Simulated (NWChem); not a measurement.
System: C₃F₃, doublet; SMILES [C]#CC(F)(F)F

NWChem input:

```
start job
memory heap 200 mb stack 900 mb global 1100 mb
geometry units angstroms noautosym nocenter noautoz
  C      0.000000     0.000000     2.413292
  C      0.000000     0.000000     1.202971
  C      0.000000     0.000000    -0.269834
  F      0.129109    -1.236138    -0.742538
  F     -1.135081     0.506257    -0.742538
  F      1.005972     0.729881    -0.742538
end
basis spherical
  * library iglo-iii
end
dft
  odft
  mult 2
  xc b3lyp
  iterations 150
  semidirect filesize 400000000
end
property
  hyperfine
end
task dft property
```

In the optimisation the excess spin sits in a (C3, its own frame). The geometry was optimised at PBE0/def2-SVP, spin-unrestricted. No stability test was run on the SCF state.

Fermi-contact couplings, non-relativistic, static geometry.

Atoms are numbered as in the input.

**Question.** Predict the main results of this run. (B3LYP/IGLO-III, spin-unrestricted, contact and dipolar terms.) Quantities: A(iso) 13C atom 1 (MHz); A(iso) 13C atom 2 (MHz); A(iso) 13C atom 3 (MHz); A(iso) 19F atom 6 (MHz); <S²>.

**Answer.** 
```yaml
A(iso) 13C atom 1 (MHz): 1122
A(iso) 13C atom 2 (MHz): 216
A(iso) 13C atom 3 (MHz): 26.5
A(iso) 19F atom 6 (MHz): -14.2
"<S²>": 0.775
```
